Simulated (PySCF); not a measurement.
Si(F)2(SiH3)2 (F2H6Si3), SMILES F[Si](F)([SiH3])[SiH3]. Atoms are numbered in the order given.

```xyz
11

F      0.0000    -1.3061     1.3678
Si     0.0000     0.0000     0.3874
F      0.0000     1.3061     1.3678
Si     2.0072     0.0000    -0.8360
Si    -2.0072     0.0000    -0.8360
H      2.0513     1.2118    -1.7009
H      2.0513    -1.2118    -1.7009
H      3.1767     0.0000     0.0841
H     -3.1767     0.0000     0.0841
H     -2.0513     1.2118    -1.7009
H     -2.0513    -1.2118    -1.7009
```

Coordinates come from a TPSSh-D3(BJ)/def2-SVP optimisation.

Two levels are set side by side: PBE/pcSseg-1 (PySCF) and B3LYP/pcSseg-1 (PySCF). GIAO shifts against CFCl3 (¹⁹F), TMS (²⁹Si), TMS (¹H) at the same level; non-relativistic, no solvent, atoms listed together averaged. Differences are taken from unrounded values.

```csv
quantity,B3LYP
"δ(¹⁹F) of F1, F3 (ppm)",-151.0
δ(²⁹Si) of Si2 (ppm),54.0
"δ(²⁹Si) of Si4, Si5 (ppm)",-110.1
```

Question: What does PBE give, and how far is it from B3LYP? (The exact figures need the calculation; the answer reports its results.)

Answer: 
```json
[
 {"quantity": "δ(¹⁹F) of F1, F3 (ppm)", "PBE": "-157.8", "PBE minus B3LYP": "-6.8"},
 {"quantity": "δ(²⁹Si) of Si2 (ppm)", "PBE": "59.0", "PBE minus B3LYP": "5.0"},
 {"quantity": "δ(²⁹Si) of Si4, Si5 (ppm)", "PBE": "-115.6", "PBE minus B3LYP": "-5.5"}
]
```

Rough cost on one machine, each run with all the roots and properties that it gave: B3LYP against PBE within a factor of 2.
